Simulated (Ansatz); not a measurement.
Consider the silylene formation by 1,1-elimination: `O[SiH](F)[SiH2][SiH3]` → `O[SiH2][SiH3]` + `F[SiH]`.

Computed with Ansatz on PBE0-D4/def2-TZVP structures; ΔE is electronic, products minus reactants. CBS: MP2 limit from def2 TZ/QZ plus the TZ coupled-cluster correction, frozen cores. This one scheme is used for every species. Functionals use def2-TZVPP. B3LYP here is the variant with VWN-RPA as its local correlation; programs differ in this. One conformer a species, not always the lowest.

Task: Is it downhill or uphill in electronic energy at CCSD(T)/CBS, and by how much? (An estimate is asked.)

Result: Ansatz gave: Uphill: ΔE = +235.1 kJ/mol.

Task: What do these levels give: LDA (SPW92), r2SCANh-D4, CAM-B3LYP-D4, ωB97M-V, B3LYP, r2SCANh? (Estimate.)

Result: Computed: LDA (SPW92) 267.9, r2SCANh-D4 259.8, CAM-B3LYP-D4 233.0, ωB97M-V 223.9, B3LYP 213.6, r2SCANh 257.0 kJ/mol.

Task: What do rigid-rotor, harmonic-oscillator terms from PBE0-D4/def2-TZVP frequencies (298.15 K, 1 bar) make of the CCSD(T)/CBS value? (Estimate.)

Result: Computed: ΔZPE = -11.3 kJ/mol, ΔH = +225.7 kJ/mol, ΔS = 156 J/(mol·K), ΔG = +179.0 kJ/mol. Modes under 50 cm⁻¹ make the entropy rough.

Largest T1 diagnostic among the species: 0.015.

Leaving LDA and LC-ωPBE aside and taking each functional with its dispersion term where it has one, the values, not all of them listed here, spread over 44.4 kJ/mol, from BLYP-D4 to r2SCAN0-D4. LDA lies +33.5 kJ/mol from PBE without D4. From BLYP to BHLYP (50 % exact exchange), in def2-TZVPP and without D4, ΔE moves by +27.4 kJ/mol.
